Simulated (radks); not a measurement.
The numbers below are computed, except where a source is named.
Valence configurations of Yb I (all share [Xe]). Code: a radial shooting solver on a logarithmic mesh with Libxc functionals. Model: Dirac Kohn-Sham, LDA (Slater exchange, Perdew-Wang correlation), spin-unpolarised, spherical densities, finite nucleus; open shells fill j = l - 1/2 first; Fermi nuclear charge, rms radius 5.3108 fm. Energies are relative to 4f14 6s2; eigenvalues in eV.

\begin{tabular}{lrrrrrr}
valence & E (eV) & e(4f5/2) & e(4f7/2) & e(5d3/2) & e(6p1/2) & e(6s1/2) \\ \hline
4f14 6s2 & 0.000 & -3.994 & -2.675 & - & - & -4.082 \\
4f13.5 6s2 6p0.5 & 1.608 & -8.500 & -7.143 & - & -1.920 & -5.023 \\
4f14 6s1 6p1 & 2.810 & -5.359 & -4.038 & - & -1.971 & -4.873 \\
4f13 6s2 6p1 & 5.309 & -13.477 & -12.081 & - & -2.431 & -5.920 \\
4f14 5d2 & 6.377 & -3.409 & -2.090 & -0.950 & - & - \\
4f13 5d2 6s1 & 6.881 & -9.209 & -7.816 & -1.578 & - & -4.375 \\
4f13 5d1 6s1 6p1 & 7.350 & -11.619 & -10.225 & -3.115 & -2.178 & -5.400 \\
4f13 5d2 6p1 & 9.820 & -10.268 & -8.875 & -2.406 & -2.023 & - \\
4f13 5d1 6p2 & 10.653 & -12.769 & -11.374 & -3.993 & -2.647 & - \\
4f12 5d2 6s2 & 13.901 & -17.357 & -15.889 & -3.230 & - & -5.004 \\
\end{tabular}

NIST lists [Xe] 4f14 6s2 as the ground configuration; this level of theory agrees among the configurations tried. The energies are those of spherical spin-averaged densities, not of single terms.
